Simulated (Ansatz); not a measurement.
`[CH2]1[S][InH]1`, 6 atoms. Total charge 0; spin multiplicity 1. Correlated methods include outer-core shells of In, which these sets cover unevenly. In: def2 effective core potential. All runs use 2 threads of an Arm Neoverse V1 on a shared host. Correlated methods freeze the cores. Open-shell runs search over several starts.

How many basis functions does each run have, and how long does it take in Ansatz? RKS ωB97M-V/def2-SVP energy; RKS HSE06 (plane-wave form)-D4/def2-TZVPP energy; RKS PBE0-D4/def2-TZVPP energy; RHF-CCSD(T)/def2-SVP energy; RKS ωB97M-V/def2-QZVPP energy; UKS ωB97M-V/def2-TZVPP energy of the cation; UKS r2SCAN-D4/def2-TZVPP energy of the cation; RHF-MP2/def2-QZVPP energy; RKS PBE0-D4/def2-TZVP relaxation (8 steps); UKS B3LYP-D4/def2-TZVPP energy of the cation; UKS ωB97X-V/def2-TZVPP energy of the cation; RKS BLYP-D4/def2-TZVPP energy. (Best estimate.)

The calculation gave: Other jobs shared the machine, so times are rough.

| level | job | functions | wall time | peak host memory (GiB) |
| --- | --- | --- | --- | --- |
| RHF-CCSD(T)/def2-SVP | energy | 73 | 2.2 s | 0.33 |
| RKS BLYP-D4/def2-TZVPP | energy | 165 | 2.3 s | 0.18 |
| RKS PBE0-D4/def2-TZVPP | energy | 165 | 2.9 s | 0.32 |
| RKS HSE06 (plane-wave form)-D4/def2-TZVPP | energy | 165 | 3.2 s | 0.33 |
| RKS ωB97M-V/def2-SVP | energy | 73 | 6.5 s | 0.33 |
| RHF-MP2/def2-QZVPP | energy | 299 | 12 s | 1 |
| UKS B3LYP-D4/def2-TZVPP | energy of the cation | 165 | 16 s | 0.64 |
| UKS r2SCAN-D4/def2-TZVPP | energy of the cation | 165 | 18 s | 0.38 |
| RKS ωB97M-V/def2-QZVPP | energy | 299 | 20 s | 0.88 |
| RKS PBE0-D4/def2-TZVP | relaxation (8 steps) | 136 | 27 s | 0.29 |
| UKS ωB97X-V/def2-TZVPP | energy of the cation | 165 | 44 s | 0.8 |
| UKS ωB97M-V/def2-TZVPP | energy of the cation | 165 | 52 s | 0.84 |

B3LYP here is the variant with VWN-RPA as its local correlation; programs differ in this.
